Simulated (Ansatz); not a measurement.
Isolated molecules relaxed with PBE0-D4/def2-TZVP in Ansatz; ΔE leaves out vibrations. CBS: MP2 limit from def2 TZ/QZ plus the TZ coupled-cluster correction, frozen cores. DFT in def2-TZVPP. B3LYP here is the variant with VWN-RPA as its local correlation; programs differ in this. HSE06 is defined as in plane-wave codes. def2 core potentials past Kr. For Br, Sn, Te outer-core shells are correlated without core-valence functions, which leaves a few kJ/mol of doubt a bond. Scalar relativity is left out up to krypton. Each species was taken in one conformer, which may not be the lowest.

Consider the redistribution: `[Br][SnH3]` + `NB(O)[TeH]` → `[NH2][SnH2][Br]` + `OB[TeH]`.

Is it downhill or uphill in electronic energy at CCSD(T)/CBS, and by how much? (Estimate.)

Computed: Uphill: ΔE = +96.3 kJ/mol.

What do these levels give: LDA (SPW92), B3LYP-D4, HSE06-D4, ωB97M-V, B2PLYP, PBE0, LC-ωPBE, CCSD/def2-SVP, HF/def2-TZVPP, SCS-MP2/def2-TZVPP, HF/def2-QZVPP, CCSD/CBS(def2)? (Best estimate.)

The calculation gave: LDA (SPW92) 115.1, B3LYP-D4 103.8, HSE06-D4 105.9, ωB97M-V 106.3, B2PLYP 100.2, PBE0 105.7, LC-ωPBE 107.5, CCSD/def2-SVP 120.0, HF/def2-TZVPP 109.2, SCS-MP2/def2-TZVPP 97.0, HF/def2-QZVPP 108.2, CCSD/CBS(def2) 98.9 kJ/mol.

Largest T1 diagnostic among the species: 0.013.

From r2SCAN to r2SCAN0 (25 % exact exchange), in def2-TZVPP and without D4, ΔE moves by +5.4 kJ/mol. Leaving LDA and LC-ωPBE aside and taking each functional with its dispersion term where it has one, the values, not all of them listed here, spread over 11.5 kJ/mol, from BLYP-D4 to B97M-V. LDA lies +15.8 kJ/mol from PBE without D4. At CCSD(T), def2-SVP lies +22.1 kJ/mol from the extrapolated value and def2-TZVPP +3.4 kJ/mol.
